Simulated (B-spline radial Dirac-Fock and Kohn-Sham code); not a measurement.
Calculated with a radial B-spline solver, using the Dirac equation of a negative muon with reduced mass in the field of a spherical finite nucleus, with the Uehling potential to all orders; nuclear polarisation, deformation, hyperfine structure, self-energy, higher-order vacuum polarisation, relativistic recoil and electron screening are left out. The nuclear charge is a Fermi distribution (skin thickness 2.3 fm).

Problem. A muonic atom of atomic mass 131.92 u emits these computed lines: 2p3/2 → 1s1/2 4350 keV, 3d5/2 → 2p3/2 1403 keV, 4f7/2 → 3d5/2 498.7 keV, 5g9/2 → 4f7/2 229.7 keV. Which element is it, and what rms charge radius was used?

Solution. Neodymium (Z = 60, nuclide ¹³²Nd); the high transitions hardly feel the nucleus and fix Z. The 2p → 1s line lies 3746 keV below the value for a point nucleus without QED, which for this nuclear model gives a radius near 4.92 fm (4.9174 fm was used).
